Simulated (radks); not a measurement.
The mean radii <r> (bohr) of the occupied orbitals of an atom or ion are listed with their occupations. All-electron calculation, Dirac Kohn-Sham, LDA (Slater exchange, Perdew-Wang correlation), spin-unpolarised, spherical densities, point nucleus. Program: a radial shooting solver on a logarithmic mesh with Libxc functionals.

| orbital | occ. | <r> |
|---|---|---|
| 1s1/2 | 2 | 0.04154 |
| 2s1/2 | 2 | 0.1835 |
| 2p1/2 | 2 | 0.1574 |
| 2p3/2 | 4 | 0.1614 |
| 3s1/2 | 2 | 0.5309 |
| 3p1/2 | 2 | 0.5336 |
| 3p3/2 | 4 | 0.5441 |
| 3d3/2 | 4 | 0.5516 |
| 3d5/2 | 6 | 0.5555 |
| 4s1/2 | 2 | 1.463 |
| 4p1/2 | 2 | 1.643 |
| 4p3/2 | 1 | 1.670 |

Name the element and its charge. Open shells, if any, fill j = l - 1/2 first.

Answer. Z = 36, krypton, charge +3: Kr3+ in [Ar] 3d10 4s2 4p3. The 1s radius gives Z: for a bare nucleus <r> = (2 gamma + 1)/(2Z) with gamma = sqrt(1 - (Z/c)^2), 0.04069 bohr for Z = 36, and screening makes it slightly larger (0.04154 here). The occupations add up to 33, and the charge is Z minus that.
